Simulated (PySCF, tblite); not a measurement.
Species: C₄H₁₃FOSi₃.
Z-matrix (Å and degrees, GFN2-xTB geometry), rows numbered from 1:
```
C 
C   1  1.3221
F   2  1.3639  1  117.84
Si  2  1.8953  1  128.55  3  -179.98
O   4  1.6085  2  106.94  1    -0.32
Si  5  1.6340  4  165.19  2   116.47
Si  6  2.3136  5  108.24  4     9.84
C   7  1.9106  6  111.72  5    73.39
C   7  1.9070  6  109.69  5  -167.06
H   1  1.0735  2  119.49  3  -179.88
H   1  1.0780  2  122.52  3    -0.07
H   4  1.4611  2  110.41  1  -116.51
H   4  1.4637  2  109.60  1   118.01
H   6  1.4706  5  103.89  4  -113.95
H   6  1.4696  5  102.87  4   134.55
H   7  1.4821  6  114.22  5   -47.30
H   8  1.0866  7  111.11  6   -57.06
H   8  1.0867  7  111.89  6  -177.30
H   8  1.0871  7  111.28  6    62.59
H   9  1.0859  7  111.41  6    63.85
H   9  1.0867  7  111.39  6   -55.99
H   9  1.0857  7  111.57  6  -176.03
```

Level of theory: PBE0/pcSseg-1 in PySCF (dipole) on a GFN2-xTB geometry, gas phase.

Masses are those of the commonest isotopes; rigid-rotor values at the optimised geometry. The values belong to one conformer with, in the numbering `[CH2:1]=[C:2]([F:3])[SiH2:4][O:5][SiH2:6][SiH:7]([CH3:8])[CH3:9]`, C1–C2–Si4–O5 0°, O5–Si6–Si7–C8 73°.

What are A, B and C (GHz)?

Ia = 244.69, Ib = 1353.43, Ic = 1448.26 u·Å²; 505379 MHz·u·Å²/I gives 2065, 373.4 and 349.0 MHz, that is A = 2.0654, B = 0.3734, C = 0.3490 GHz.

Classify the top.

A near-prolate asymmetric top. Ray's parameter κ = (2B − A − C)/(A − C) = -0.972; −1 is the prolate and +1 the oblate limit.

Is it planar, by Δ = Ic − Ia − Ib?

Not planar: Δ = Ic − Ia − Ib = -149.87 u·Å². For a rigid frame Δ = −2 Σ m c², so Σ m c² = 74.93 u·Å² lies off the ab plane: 17.74 from hydrogen and 57.19 from heavier atoms. The atom farthest from that plane is 2.28 Å away.

Give the other two planar moments, Paa and Pbb, and the rms extents of the mass along the axes.

Paa = Σ m a² = (Ib + Ic − Ia)/2 = 1278.50 and Pbb = Σ m b² = (Ia + Ic − Ib)/2 = 169.76 u·Å². With the mass M = 180.03 u, the rms extents √(P/M) along a, b and c are 2.66, 0.97, 0.65 Å.

Predict some low-J microwave lines.

The dipole components are |μa| = 2.55 D, |μb| = 0.48 D, |μc| = 0.22 D. The squared components, which scale the intensities, stand as 1.00 : 0.04 : 0.01 (a : b : c). Some lines, for components of 0.1 D or more:

```json
{"type": "a", "branch": "R", "J(Ka,Kc)": "2(1,2) ← 1(1,1)", "MHz": "1420", "lower level (cm⁻¹)": "0.081"}
{"type": "c", "branch": "Q", "J(Ka,Kc)": "3(1,3) ← 3(0,3)", "MHz": "1632", "lower level (cm⁻¹)": "0.145"}
{"type": "c", "branch": "Q", "J(Ka,Kc)": "2(1,2) ← 2(0,2)", "MHz": "1668", "lower level (cm⁻¹)": "0.072"}
{"type": "c", "branch": "Q", "J(Ka,Kc)": "1(1,1) ← 1(0,1)", "MHz": "1692", "lower level (cm⁻¹)": "0.024"}
{"type": "b", "branch": "Q", "J(Ka,Kc)": "1(1,0) ← 1(0,1)", "MHz": "1716", "lower level (cm⁻¹)": "0.024"}
{"type": "b", "branch": "Q", "J(Ka,Kc)": "2(1,1) ← 2(0,2)", "MHz": "1741", "lower level (cm⁻¹)": "0.072"}
{"type": "b", "branch": "Q", "J(Ka,Kc)": "3(1,2) ← 3(0,3)", "MHz": "1779", "lower level (cm⁻¹)": "0.145"}
{"type": "a", "branch": "R", "J(Ka,Kc)": "3(1,3) ← 2(1,2)", "MHz": "2130", "lower level (cm⁻¹)": "0.128"}
{"type": "a", "branch": "R", "J(Ka,Kc)": "3(1,2) ← 2(1,1)", "MHz": "2204", "lower level (cm⁻¹)": "0.130"}
{"type": "b", "branch": "R", "J(Ka,Kc)": "1(1,1) ← 0(0,0)", "MHz": "2414", "lower level (cm⁻¹)": "0.000"}
{"type": "c", "branch": "R", "J(Ka,Kc)": "1(1,0) ← 0(0,0)", "MHz": "2439", "lower level (cm⁻¹)": "0.000"}
{"type": "c", "branch": "R", "J(Ka,Kc)": "2(1,1) ← 1(0,1)", "MHz": "3186", "lower level (cm⁻¹)": "0.024"}
{"type": "b", "branch": "Q", "J(Ka,Kc)": "3(2,1) ← 3(1,2)", "MHz": "5041", "lower level (cm⁻¹)": "0.204"}
{"type": "c", "branch": "Q", "J(Ka,Kc)": "2(2,1) ← 2(1,1)", "MHz": "5076", "lower level (cm⁻¹)": "0.130"}
{"type": "b", "branch": "Q", "J(Ka,Kc)": "2(2,1) ← 2(1,2)", "MHz": "5149", "lower level (cm⁻¹)": "0.128"}
{"type": "b", "branch": "Q", "J(Ka,Kc)": "3(2,2) ← 3(1,3)", "MHz": "5186", "lower level (cm⁻¹)": "0.199"}
{"type": "c", "branch": "R", "J(Ka,Kc)": "2(2,0) ← 1(1,0)", "MHz": "6545", "lower level (cm⁻¹)": "0.081"}
{"type": "c", "branch": "R", "J(Ka,Kc)": "2(2,1) ← 1(1,1)", "MHz": "6570", "lower level (cm⁻¹)": "0.081"}
{"type": "b", "branch": "R", "J(Ka,Kc)": "2(2,0) ← 1(1,1)", "MHz": "6570", "lower level (cm⁻¹)": "0.081"}
{"type": "c", "branch": "R", "J(Ka,Kc)": "3(2,1) ← 2(1,1)", "MHz": "7244", "lower level (cm⁻¹)": "0.130"}
{"type": "c", "branch": "R", "J(Ka,Kc)": "3(2,2) ← 2(1,2)", "MHz": "7316", "lower level (cm⁻¹)": "0.128"}
{"type": "b", "branch": "R", "J(Ka,Kc)": "3(2,1) ← 2(1,2)", "MHz": "7318", "lower level (cm⁻¹)": "0.128"}
{"type": "c", "branch": "Q", "J(Ka,Kc)": "3(3,1) ← 3(2,1)", "MHz": "8520", "lower level (cm⁻¹)": "0.372"}
{"type": "b", "branch": "R", "J(Ka,Kc)": "3(3,1) ← 2(2,0)", "MHz": "10688", "lower level (cm⁻¹)": "0.300"}
{"type": "b", "branch": "R", "J(Ka,Kc)": "3(3,0) ← 2(2,1)", "MHz": "10688", "lower level (cm⁻¹)": "0.300"}
```

Estimate the classical rotational partition function at 50 K, 100 K and 298.15 K.

Point group C1, symmetry number σ = 1; q = (√π/σ)·√((kT/h)³/(ABC)), k/h = 20836.6 MHz/K: 115000 at 50 K, 325000 at 100 K, 1670000 at 298.15 K.

Its lowest GFN2-xTB frequency is 7i cm⁻¹, too small to tell a flat minimum from a shallow saddle. No vibrational averaging or centrifugal distortion is included, and the geometry carries the error of its method. A rigid rotor knows nothing of internal rotation, which can split or shift real lines.
